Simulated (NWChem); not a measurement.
System: CF2, triplet; SMILES F[C]F

Computed with NWChem. Spin-unrestricted. In the optimisation the excess spin sits in a1 and b2 (C2v, its own frame). Geometry: optimised at B3LYP/6-31G* (spherical d), spin-unrestricted. No stability test was run on the SCF state. Level: PBE0/def2-SVP with COSMO at NWChem's default radii, gas-phase geometry; the question gives the dielectric constant. Reactions with the solvent are ignored.

### Question
Estimate the computed values for dielectric constant 1.5. Quantities: electrostatic solvation energy (kcal/mol); dipole in solution (D).

### Answer
```yaml
electrostatic solvation energy (kcal/mol): -0.1
dipole in solution (D): 0.44
```
